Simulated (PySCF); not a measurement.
C₆ coefficients of unlike pairs at PBE0

Calculated with PySCF 2.14 from the dipole response of each species, C₆(A,B) = (3/π) ∫ α_A(iu) α_B(iu) du, in atomic units, from isotropic polarisabilities. For ions this is the dispersion term alone; charge-induced terms of lower order in 1/R come first.

```tsv
species	configuration	basis	relativity	α (bohr³)	C₆ (like pair)
Xe³⁺	[Kr] 4d10 5s2 5p3 (4S)	def2-TZVPPD with the def2 core potential (28 electrons) (7s6p4d2f)	core potential	9.431	55.38
Ag³⁺	[Kr] 4d8 (3F)	def2-QZVPPD with the def2 core potential (28 electrons) (7s5p4d4f2g)	core potential	3.957	17.64
Si	[Ne] 3s2 3p2 (3P)	def2-TZVPPD (6s5p4d1f)	none	38.28	308.5
Fe³⁺	[Ar] 3d5 (6S)	aug-cc-pVDZ-DK (7s6p4d2f)	spin-free X2C	1.833	4.299
```

**Question.** Estimate C₆ for Fe³⁺ with Si.

**Answer.** The integral gives 25.94. The combination rule 2 C_A C_B / (C_A α_B/α_A + C_B α_A/α_B) gives 25.37 and the geometric mean 36.42.

No spin-orbit coupling is included.

The other pairs:

```csv
pair,C₆
"Si, Ag³⁺",55.08
"Fe³⁺, Ag³⁺",8.672
"Fe³⁺, Xe³⁺",14.58
"Si, Xe³⁺",114.9
"Ag³⁺, Xe³⁺",30.15
```
